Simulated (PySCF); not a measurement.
Molecule: `InChI=1S/C5H8F2O/c1-3-2-8-4(3)5(6)7/h3-5H,2H2,1H3/t3-,4-/m1/s1`.

Cartesian coordinates in Å; atom numbers follow the order of the lines, from 1:
```xyz
16

C    -1.736   -0.484   -0.668
C    -0.465   -0.451    0.157
C    -0.519    0.333    1.477
O     0.455    1.272    0.997
C     0.578    0.603   -0.252
C     2.007    0.121   -0.500
F     2.158   -0.263   -1.791
F     2.316   -0.961    0.251
H    -2.155    0.515   -0.770
H    -2.474   -1.123   -0.188
H    -1.527   -0.878   -1.660
H    -0.047   -1.453    0.260
H    -1.473    0.822    1.689
H    -0.163   -0.195    2.364
H     0.296    1.244   -1.097
H     2.743    0.908   -0.280
```

Frames of a GFN2-xTB Langevin trajectory at 400 K; GIAO PBE0/pcSseg-1 shieldings in PySCF 2.14.0 with density-fitted response routines, gas phase, non-relativistic; equivalent atoms averaged within each frame.

Chemical shifts δ = σref − σ; TMS for ¹³C (σref 186.93) and ¹H (σref 31.72); ¹⁷O (σref 336.08) against H2O; CFCl3 for ¹⁹F (σref 170.95), all at this level. The references are static minima.

Task: How do the shifts (ppm) fluctuate along the trajectory?

Result: 
| time (fs) | C6 | C5 | C3 | C1 | C2 | O4 | F8 | F7 | H16 | H13 |
| --- | --- | --- | --- | --- | --- | --- | --- | --- | --- | --- |
| 250 | 117.7 | 99.6 | 78.0 | 34.0 | 32.4 | 36.1 | -152.4 | -167.6 | 6.42 | 5.88 |
| 425 | 123.3 | 92.2 | 94.4 | 22.5 | 33.2 | 43.3 | -157.0 | -158.7 | 5.73 | 3.97 |
| 625 | 127.5 | 94.6 | 77.2 | 20.6 | 25.5 | 21.6 | -115.5 | -125.1 | 7.31 | 3.81 |
| 800 | 141.8 | 94.0 | 75.3 | 21.6 | 34.1 | 20.6 | -122.7 | -128.2 | 7.02 | 4.85 |
| 1000 | 139.5 | 91.9 | 85.4 | 27.3 | 25.5 | 26.5 | -124.0 | -122.5 | 5.93 | 5.37 |
| mean of frames | 130.0 | 94.4 | 82.0 | 25.2 | 30.1 | 29.6 | -134.3 | -140.4 | 6.48 | 4.78 |
| standard deviation | 10.4 | 3.1 | 7.9 | 5.5 | 4.3 | 9.8 | 19.0 | 21.1 | 0.68 | 0.89 |

5 frames give an uncertainty of the mean of about the standard deviation over 2.2 at best, since frames this close in time may not be independent; classical motion lacks zero-point vibration, and the reference would need the same averaging.
